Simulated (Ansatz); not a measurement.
The same path of ClF5HTa (8 atoms, charge 0, multiplicity 1) was run twice with different band settings. Lost on the way: F7–H8. Made: Cl2–H8.

All numbers below come from RKS BHLYP/def2-SVP in Ansatz 0.2.0.

Relaxed end points:

```xyz
8
Properties=species:S:1:pos:R:3
Ta 0.028 0.036 0.089
Cl 2.315 0.610 0.261
F -0.078 0.206 1.950
F 0.403 -0.639 -1.617
F -0.758 1.623 -0.393
F -1.412 -1.139 0.173
F 1.041 -1.957 0.697
H 1.957 -1.844 0.793
```

```xyz
8
Properties=species:S:1:pos:R:3
Ta -0.271 -0.399 0.151
Cl 2.534 0.305 0.362
F -0.248 0.076 1.965
F 0.234 -0.771 -1.616
F -0.226 1.418 -0.272
F -2.044 -0.871 0.024
F 0.624 -1.976 0.645
H 2.891 -0.884 0.693
```

Common settings: spring 5.0 eV/Å²; optimiser quadratic models (default); start path through a guess of the saddle point; force threshold 0.03 eV/Å; iteration limit 60; end points relaxed.

| run | movable images | climbing image |
| --- | --- | --- |
| 1 | 5 | yes |
| 2 | 6 | no |

Problem. What does each run give, and how far can it be trusted?

Solution. Run 1: converged after 12 iterations, highest image 0.481 eV above the first end. A vibrational analysis at the climbing image gives one clearly imaginary mode, 886i cm⁻¹: a first-order saddle point.
Run 2: converged after 16 iterations, highest image 0.419 eV above the first end. No image climbed, so the highest image needn't sit at the top of the path.
The orbitals stay closed-shell, which can raise the energy where a bond breaks towards radicals; this wasn't checked here.
